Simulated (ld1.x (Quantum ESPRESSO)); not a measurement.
# Transferability test, TM potential for sulfur (S)

```
Element                 : sulfur
Generator               : ld1.x (Quantum ESPRESSO) 7.5
Type                    : norm-conserving Troullier–Martins (Kleinman–Bylander form)
Functional              : PBEsol
Relativity              : scalar-relativistic
Frozen core             : [Ne]
Valence charge          : 6
Reference configuration : 3s2 3p3.5 (charge +0.5)
Partial waves           : 3p (bound): rc 1.25 bohr; 3d channel at -0.1 Ry: rc 1.25 bohr; 3s (bound): rc 1.30 bohr
Local potential         : the s channel
Core correction         : none
```

Energies are relative to the spin-unpolarised reference configuration 3s2 3p3.5; without spin polarisation the order of configurations can differ from experiment. The frozen-core shift is the all-electron ΔE with the core orbitals held at their reference shape minus the fully relaxed ΔE.

```
valence configuration  charge  ΔE all-electron (eV)  error AE − PS (meV)  frozen-core shift (meV)
              3s2 3p3      +1                 7.090                 +0.8                     +0.6
              3s2 3p2      +2                29.331                  +15                     +7.4
              3s2 3p1      +3                63.331                  +66                      +34
              3s0 3p6       0                16.036                 +4.1                     +0.8
              3s1 3p5       0                 5.636                 +1.0                      0.0
            3s2 3p4.3    -0.3                -6.343                 +1.8                     +0.1
```

(1) What are ΔE and the potential's error for 3s2 3p4?

Levels in the configuration 3s2 3p1:

```csv
level,all-electron (eV),pseudo (eV)
3s,-52.169,-52.078
3p,-40.235,-40.154
```

## Answers

(1) ΔE = -4.643 eV all-electron; the error (AE − PS) is +1.0 meV.

ld1.x printed “convergence not achieved” for 3 of the counted tests; their residual had stalled under 1e-8, short of the target of 1e-14.
